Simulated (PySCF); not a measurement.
The vertical singlet excitations below were computed for one of the candidates. Theory: TDDFT CAM-B3LYP/def2-SVPD, vertical, gas phase, core orbitals frozen in the response (PySCF 2.14.0, density-fitted response routines). Geometries: PBE0-D3(BJ)/def2-SVP, one conformer each. Relativistic effects are left out although some hold elements past zinc.

```
state  ν̃ (cm⁻¹)       f   main configurations (H = HOMO, L = LUMO)
   S1      56500  0.0065                     H→L+1 (46%), H→L (40%)
   S2      56620  0.0066                 H-1→L (55%), H-1→L+1 (34%)
   S3      66080   0.023   H-1→L+2 (62%), H-1→L (14%), H-1→L+1 (9%)
   S4      66800   0.041                   H→L+3 (72%), H→L+4 (13%)
   S5      67120   0.029        H-2→L (46%), H→L (14%), H→L+1 (10%)
   S6      68090   0.033   H-2→L+1 (22%), H-3→L (19%), H-1→L+2 (9%)
   S7      68600  0.0073               H-1→L+3 (53%), H-1→L+6 (16%)
   S8      68680   0.012                   H→L+2 (47%), H→L+5 (19%)
   S9      69920  0.0093         H→L (27%), H→L+1 (10%), H→L+5 (8%)
  S10      71220  0.0019  H-1→L (18%), H-1→L+1 (15%), H-1→L+5 (12%)
```

Problem. Which candidate is it?
A. `OCCCCCO`
B. `C1[C@H](B(C)C)C(O1)=O`
C. `CC1=C[Si@@H](C)C=C[SiH2]1`
D. `C=[CH][GeH2][GeH2][O][SiH3]`

Solution. A. Its S1, at 7.00 eV, is the highest among the candidates; the nearest of the others has S1 at 6.12 eV. S1 is HOMO→LUMO+1 (46%), HOMO→LUMO (40%). Löwdin shares by element: HOMO oxygen 55% or more, carbon 24% or more, hydrogen 8% or more; LUMO oxygen 22%, carbon 18% or more (atoms not listed hold the other 60%). At the same level the other candidates give, for their lowest levels:
- `CC1=C[Si@@H](C)C=C[SiH2]1`: 5.73 eV (f 0.000); 6.04 eV (f 0.004); 6.21 eV (f 0.048); 6.35 eV (f 0.136); 6.74 eV (f 0.324); HOMO -8.68, LUMO 0.29 eV
- `C=[CH][GeH2][GeH2][O][SiH3]`: 6.12 eV (f 0.011); 6.46 eV (f 0.010); 6.93 eV (f 0.092); 7.01 eV (f 0.063); 7.09 eV (f 0.048); T1 4.26 eV; HOMO -8.97, LUMO 0.42 eV
- `CB(C)[C@H]1COC1=O`: 5.95 eV (f 0.008); 6.46 eV (f 0.005); 6.48 eV (f 0.001); 7.21 eV (f 0.007); 7.59 eV (f 0.008); HOMO -9.53, LUMO 0.17 eV
Triplets come from the Tamm–Dancoff approximation.
